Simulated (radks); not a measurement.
Species: the iodine anion I-. Configuration: [Xe].

Calculated with a radial shooting solver on a logarithmic mesh with Libxc functionals: scalar-relativistic Kohn-Sham, PBEsol, spin-polarised, spherical densities, point nucleus; hard spherical wall at 3.5 bohr.

Energy parts (eV):
part                       energy
total                 -193526.718
kinetic                203350.596
electron-nucleus      -469864.774
Hartree                 77862.581
exchange-correlation    -4875.121

Orbitals (lengths in bohr, moments of r in powers of bohr; <r^-3> diverges for s and p1/2; r(max) is where P^2 peaks):
orbital,occ.,eigenvalue (eV),<r^-3>,<r^4>,<r>,r(max)
1s,2,-32942.19,-,2.645e-06,0.02723,0.01754
2s,2,-5068.194,-,0.0004508,0.1172,0.09916
2p,6,-4546.858,5769,0.0003259,0.1025,0.07950
3s,2,-1002.407,-,0.01938,0.3143,0.2858
3p,6,-833.5116,1102,0.02036,0.3123,0.2795
3d,10,-580.4123,151.9,0.01779,0.2888,0.2317
4s,2,-155.6447,-,0.5702,0.7413,0.6809
4p,6,-102.8111,214.5,0.7971,0.7948,0.7157
4d,10,-26.0821,21.85,1.851,0.9351,0.7809
5s,2,3.6423,-,17.99,1.842,1.738
5p,6,15.5585,28.91,23.19,1.989,1.970
5d,0,34.4121,4.420,31.01,2.152,2.295
4f,0,40.2223,0.8169,20.01,1.819,2.007
6s,0,55.1090,-,36.44,2.124,2.702

The highest occupied level is 5p at 15.558 eV. The density falls to 0.001 e/bohr^3 at r = 3.33 bohr.
